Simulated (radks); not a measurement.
The numbers below are computed, except where a source is named.
All-electron atom: K+ in [Ar] (the NIST ground configuration). Code: a radial shooting solver on a logarithmic mesh with Libxc functionals. Model: non-relativistic Kohn-Sham, PBE, spin-polarised, spherical densities, point nucleus.

Normalised radial functions P(r) = r R(r), r in bohr:

| r | 2p |
|---|---|
| 0.009822 | 0.0189 |
| 0.01249 | 0.0298 |
| 0.01587 | 0.0466 |
| 0.02018 | 0.0724 |
| 0.02565 | 0.1112 |
| 0.03261 | 0.1685 |
| 0.04146 | 0.2513 |
| 0.05228 | 0.3624 |
| 0.06646 | 0.5162 |
| 0.08449 | 0.7124 |
| 0.1074 | 0.9457 |
| 0.1365 | 1.1970 |
| 0.1736 | 1.4303 |
| 0.2207 | 1.5931 |
| 0.2805 | 1.6289 |
| 0.3538 | 1.5089 |
| 0.4497 | 1.2336 |
| 0.5717 | 0.8677 |
| 0.7268 | 0.5087 |
| 0.9239 | 0.2399 |
| 1.175 | 0.0862 |
| 1.493 | 0.0221 |
| 1.898 | 0.0037 |
| 2.394 | 0.0004 |
| 3.043 | 0.0000 |
| 3.869 | 0.0000 |
| 4.918 | 0.0000 |

2p: eigenvalue -286.07 eV, 0 radial nodes, <r> = 0.351 bohr, 90 % of the charge inside 0.580 bohr.
